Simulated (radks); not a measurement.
Results of a calculation; reference values are marked as such.
Sb XI, 41 electrons, occupied as [Kr] 4d5 (the NIST ground configuration). Code: a radial shooting solver on a logarithmic mesh with Libxc functionals. Model: scalar-relativistic Kohn-Sham, r2SCAN, spin-polarised, spherical densities, finite nucleus; open shells are filled with parallel spins first (spin-orbit coupling, left out, can overturn this in heavy ions); meta-GGA in the generalised Kohn-Sham scheme; Fermi nuclear charge, rms radius 4.6802 fm.

Unscreened Slater integrals over Kohn-Sham orbitals (hartree). They are taken over the spin-up orbitals.

integral      value
F0(4d,4d)    1.0156
F2(4d,4d)   0.52504
F4(4d,4d)   0.35360
F0(4d,4p)    1.0604
F2(4d,4p)   0.55041
G1(4d,4p)   0.69928
G3(4d,4p)   0.43926
F0(4d,4s)    1.0852
G2(4d,4s)   0.54075
F0(4d,3d)    1.3322
F2(4d,3d)   0.31804
F4(4d,3d)   0.14891
G0(4d,3d)   0.10363
G2(4d,3d)   0.12339
G4(4d,3d)  0.094843
F0(4p,4p)    1.1134
F2(4p,4p)   0.59022
F0(4p,4s)    1.1424
G1(4p,4s)   0.78248
F0(4p,3d)    1.4271
F2(4p,3d)   0.36124
G1(4p,3d)   0.11588
G3(4p,3d)   0.11415
F0(4s,4s)    1.1744
F0(4s,3d)    1.4878
G2(4s,3d)   0.12524
F0(3d,3d)    2.9855
F2(3d,3d)    1.4967
F4(3d,3d)   0.95701

Derived for the open shells (J is the average intra-shell exchange parameter used in DFT+U). 4d: Racah B = F2/49 - 5 F4/441 = 0.006706 hartree, C = 35 F4/441 = 0.02806 hartree, C/B = 4.18, F4/F2 = 0.673, J = (F2 + F4)/14 = 0.06276 hartree.
